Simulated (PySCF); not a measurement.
In(OH)(OMe)(NH2) (CH6InNO2), SMILES C[O][In]([NH2])[OH]. Atoms are numbered in the order given.

```xyz
11

In    -0.0314     0.1500     0.2754
O     -1.5147    -1.0998     0.8068
H     -1.9672    -0.7962     1.6064
O      0.7888    -0.2233    -1.5148
C      0.4361    -1.3275    -2.3090
H     -0.6563    -1.4349    -2.4602
H      0.8940    -1.2057    -3.3083
H      0.8035    -2.2895    -1.8978
N      0.5247     1.8548     1.2619
H      1.4473     2.1824     0.9728
H      0.5357     1.7583     2.2776
```

The structure is a stationary point at B3LYP-D3(BJ)/def2-SVP. The structure was generated by enumeration; whether it is a known compound was not checked. The def2 effective core potentials stand for the cores of In; spin–orbit coupling is left out. Other conformers were not sampled.

Computed with B3LYP-D3(BJ)/def2-SVP run with PySCF 2.14.0.

Frequencies are harmonic and unscaled.

```
mode  ν (cm⁻¹)  IR (km/mol)   moving atoms (share of kinetic energy)
----  --------  -----------  ---------------------------------------
1           29          1.1                            H 85 %, O 8 %
2           79          2.7  C 25 %, N 23 %, H 21 %, O 20 %, In 11 %
3           87          3.4   H 32 %, N 23 %, O 19 %, C 17 %, In 9 %
4          115         19.2          O 46 %, N 26 %, H 16 %, In 10 %
5          146         39.3          O 54 %, In 23 %, H 11 %, N 11 %
6          191         37.1                                   H 97 %
7          230         12.6          O 37 %, C 31 %, H 20 %, In 10 %
8          247         58.8                            H 89 %, O 9 %
9          477        112.2                           N 51 %, H 40 %
10         528         53.9          O 64 %, H 14 %, In 11 %, C 10 %
11         587         67.2                  O 74 %, H 11 %, In 10 %
12         619         38.8          N 38 %, H 36 %, In 13 %, O 12 %
13         794         71.3                                   H 93 %
14         826         41.2                                   H 91 %
15        1117        226.2                           O 50 %, C 44 %
16        1170          0.6                           H 77 %, C 19 %
17        1186          1.0                           H 73 %, C 19 %
18        1467          1.9                                   H 96 %
19        1471          9.0                                   H 94 %
20        1481         44.5                            H 91 %, C 9 %
21        1529          8.2                            H 92 %, N 8 %
22        2957        127.8                                   H 97 %
23        3015         62.2                           H 90 %, C 10 %
24        3043         47.6                            H 91 %, C 9 %
25        3501         11.1                                   H 96 %
26        3599         11.4                            H 92 %, N 8 %
27        3821         38.5                                   H 94 %
```
